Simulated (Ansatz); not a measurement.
Geometry optimisation, Ansatz 0.2.0, RHF/def2-SVP.

Input:

```yaml
crystal:
  periodic: [false, false, false]
  atoms:
    - { symbol: Al, position_ang: [0.039415, -0.114981, -0.148965] }
    - { symbol: Cl, position_ang: [-0.041949, -0.737755, 1.959909] }
    - { symbol: "N", position_ang: [1.624572, -0.185509, -0.903096] }
    - { symbol: H, position_ang: [2.481149, -0.459113, -0.460837] }
    - { symbol: H, position_ang: [1.79755, 0.055389, -1.860572] }
    - { symbol: H, position_ang: [-1.285748, 0.151919, -0.923605] }
    - { symbol: S, position_ang: [-0.109522, 2.890606, 1.549653] }
    - { symbol: H, position_ang: [1.201346, 2.954401, 1.794987] }
    - { symbol: H, position_ang: [-0.300712, 1.796944, 2.353625] }
basis:
  gaussian: { orbitals: def2-SVP }
hamiltonian:
  xc: hf
relax:
  f_tol: 0.03
  max_steps: 50
```

Command:

```bash
$ ansatz run input.yaml --threads 2 --pin off --max-ram 3072MiB --backend cpu --events-out ev --progress --plain --runs-dir out
```

Problem. Where does it end, and by what steps?

Solution. It converged. After 21 steps the energy has fallen by 0.200 eV; H9 moved furthest, 0.68 Å.

```csv
step,energy less start (eV),largest force component (eV/Å),accepted
0,0.0000,0.949,yes
1,-0.0823,0.693,yes
2,-0.1084,1.022,yes
3,-0.1517,0.485,yes
4,-0.1771,0.315,yes
5,-0.1766,0.542,no
6,-0.1905,0.188,yes
7,-0.1930,0.202,yes
8,-0.1962,0.129,yes
9,-0.1960,0.181,no
10,-0.1971,0.089,yes
11,-0.1968,0.057,no
12,-0.1977,0.061,yes
13,-0.1980,0.056,yes
14,-0.1982,0.096,yes
15,-0.1985,0.082,yes
16,-0.1989,0.039,yes
17,-0.1985,0.101,no
18,-0.1992,0.032,yes
19,-0.1994,0.098,yes
20,-0.1995,0.047,yes
21,-0.1996,0.012,yes
```

```xyz
9
Properties=species:S:1:pos:R:3
Al 0.087 0.014 0.046
Cl 0.121 -0.999 1.934
N 1.610 -0.018 -0.861
H 2.475 -0.389 -0.518
H 1.708 0.240 -1.824
H -1.298 0.237 -0.663
S 0.144 2.547 1.166
H 1.250 2.392 1.897
H -0.691 2.328 2.185
```

Time of the run: 27 s on 2 threads of Arm Neoverse V1 (shared host), peak memory 0.17 GiB.
